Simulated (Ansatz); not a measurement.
`F[SiH]([SiH3])P` + H₂S → `F[SiH]([SiH3])S` + PH₃ at 600 K and 1 bar (cleavage of the Si–P bond).

Gas-phase electronic energies from Ansatz, PBE0-D4/def2-TZVP geometries. CCSD(T)/CBS adds triple-zeta CCSD(T) − MP2 to the extrapolated MP2 energy (def2 sets, frozen cores). This one scheme is used for every species. Each species was taken in one conformer, which may not be the lowest.

```csv
species,CCSD(T)/CBS energy (Eh),H − E (kJ/mol),S (J/(mol·K))
`F[SiH]([SiH3])P`,-1022.55000,209.3,463.4
H₂S,-398.97279,60.8,230.9
`F[SiH]([SiH3])S`,-1078.81755,184.0,445.1
PH₃,-342.72256,86.3,240.2
```

H − E and S are ideal-gas, rigid-rotor, harmonic terms from PBE0-D4/def2-TZVP, for one conformer and one mirror image of each species. 1 Eh = 2625.50 kJ/mol, R = 8.31446 J/(mol·K).

**Question.** By hand: ΔE, ΔH, ΔS and ΔG.

**Answer.** ΔE = (-1078.81755) + (-342.72256) − (-1022.55000) − (-398.97279) = -0.01732 Eh = -45.5 kJ/mol. Δ(H − E) = 184.0 + 86.3 − 209.3 − 60.8 = 0.2, so ΔH = -45.3 kJ/mol. ΔS = 445.1 + 240.2 − 463.4 − 230.9 = -9.0 J/(mol·K). ΔG = -45.3 − 600 × (-9.0)/1000 = -39.9 kJ/mol.

**Question.** By hand: the equilibrium constant, and the temperature at which ΔG would vanish if ΔH and ΔS stayed fixed.

**Answer.** log₁₀ K = −ΔG/(RT ln 10) = 3.5. ΔG = 0 at ΔH/ΔS = 5033 K, far beyond where these terms or the molecules hold.

The number of gas molecules stays the same, so ΔS is small and ΔH decides. A doubt of 5 kJ/mol in ΔE shifts log₁₀ K by 0.4 here. Other conformers and mirror images would add mixing entropy, several J/(mol·K) or more a flexible species. These are equilibria of isolated gas molecules and say nothing of rates. Largest T1 diagnostic: 0.014 (customary marks: 0.02 for closed shells, 0.045 for open ones).
